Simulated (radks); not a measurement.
Task: These are the eigenvalues of the occupied orbitals of an atom or ion with whole-number occupations (eV). Method: Dirac Kohn-Sham, LDA (Slater exchange, Perdew-Wang correlation), spin-unpolarised, spherical densities, finite nucleus; Fermi nuclear charge, rms radius of each element as measured or else 0.836 A^(1/3) + 0.57 fm; computed with a radial shooting solver on a logarithmic mesh with Libxc functionals.

| orbital | eigenvalue |
|---|---|
| 1s1/2 | -31697.53 |
| 2s1/2 | -4968.902 |
| 2p1/2 | -4666.303 |
| 2p3/2 | -4392.161 |
| 3s1/2 | -1089.144 |
| 3p1/2 | -964.5062 |
| 3p3/2 | -913.3245 |
| 3d3/2 | -692.6793 |
| 3d5/2 | -681.9513 |
| 4s1/2 | -284.6196 |
| 4p1/2 | -241.0049 |
| 4p3/2 | -230.6715 |
| 4d3/2 | -159.6169 |
| 4d5/2 | -157.9090 |

Which element is it, and in what charge state? The configuration may be excited. Open shells, if any, fill j = l - 1/2 first.

Result: Z = 52, tellurium, charge +8: Te8+ in [Kr] 4d8. The list shows which subshells hold electrons but not how many an open one holds; the 1s level, -1164.9 hartree, gives Z - s = 48.3 by -(Z - s)^2/2, which with screening and relativity narrows Z to a few neighbours, and the depths of the outer levels then fix element, charge and occupations together.
